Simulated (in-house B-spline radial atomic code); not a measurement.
## Ionising Pd⁶⁺ with different functionals

Computed with an all-electron radial atomic-structure program (B-spline basis): four-component Dirac-Coulomb Hamiltonian, Fermi nucleus of rms radius 4.5318 fm, spin-restricted, spherical fractional occupations for the functionals. The ionisation energy is the difference of two self-consistent energies, [Kr] 4d4 → [Kr] 4d3, without Breit or QED terms; ε is the level of the shell that loses the electron (mean over j). The electron is taken from both j subshells in proportion to 2j + 1, so the result is a j average, not the step between ground levels.

Hybrids are left out here: with spherical fractional occupations of an open shell their exact exchange keeps a self-interaction that integer-occupation calculations don't have.

| method | rung | ΔSCF (eV) | -ε(4d) (eV) |
| --- | --- | --- | --- |
| LDA VWN5 | LDA | 101.21 | 91.95 |
| relativistic LDA | LDA | 101.23 | 91.96 |
| LDA PW92 | LDA | 101.20 | 91.94 |
| LDA exchange-only | LDA | 99.35 | 90.11 |
| PBE | GGA | 101.03 | 91.76 |
| PBEsol | GGA | 100.99 | 91.73 |
| BLYP | GGA | 100.84 | 91.58 |
| RPBE | GGA | 101.00 | 91.73 |
| PW91 | GGA | 101.12 | 91.85 |
| BP86 | GGA | 101.08 | 91.82 |
| AM05 | GGA | 101.01 | 91.74 |
| OLYP | GGA | 101.41 | 92.11 |

**Question.** How do they compare with the NIST value?

**Answer.** NIST lists 101 eV ± 2 (tabulated theory, ground level to ground level). Errors run from -1.65 to +0.41 eV; all lie within about twice that uncertainty, so the table can't rank the methods.
